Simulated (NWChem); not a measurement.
Species: VNH2OF2; SMILES [F][V]([OH])(=[NH])[F]

```xyz
7

V      0.0244     0.0000     0.0345
N     -0.0238    -0.0001    -1.5536
H      0.0641     0.0001    -2.5691
F      0.8501    -1.4146     0.5597
F      0.8451     1.4177     0.5597
O     -1.6085    -0.0029     0.6248
H     -2.3845    -0.0046     0.0528
```
Atoms are numbered in this order, from 1.

Results from NWChem. Pople sets run with spherical d functions. All runs use the structure optimised with PBE0/def2-SVP. B3LYP is NWChem's, with the RPA form of VWN correlation. Vzz is the largest principal value of the second derivative of the potential at the nucleus (NWChem prints the opposite sign); η is the asymmetry. Non-relativistic.

For level B3LYP/def2-TZVP:

```
Property       Result
-------------  ------
Vzz V1 (a.u.)  -0.233
Vzz N2 (a.u.)  -0.112
```

### Question
What are these values for level B3LYP/6-31G*?

### Answer
- Vzz V1 (a.u.): -0.459
- Vzz N2 (a.u.): 0.168
